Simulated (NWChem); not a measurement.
# C$_{3}$H$_{5}$NSi; SMILES C1C=N[SiH2]C=1

```xyz
10

C      0.5781     1.3661     0.0000
C      1.3387     0.2529     0.0000
Si     0.0907    -1.1560     0.0000
N     -1.3458    -0.1038     0.0000
C     -0.8992     1.1005     0.0000
H      0.9537     2.3887     0.0000
H      2.4233     0.2820     0.0000
H      0.1303    -2.0142     1.2119
H      0.1303    -2.0142    -1.2119
H     -1.5922     1.9511     0.0000
```
Atoms are numbered in this order, from 1.

Computed with NWChem. The geometry was optimised at B3LYP/6-31G* (spherical d).

Problem. Order these by “dipole (D)”, lowest first: PBE0/cc-pVDZ; PBE0/cc-pVTZ; PBE0/aug-cc-pVDZ.

Solution. PBE0/cc-pVDZ (2.13), PBE0/cc-pVTZ (2.24), PBE0/aug-cc-pVDZ (2.31)
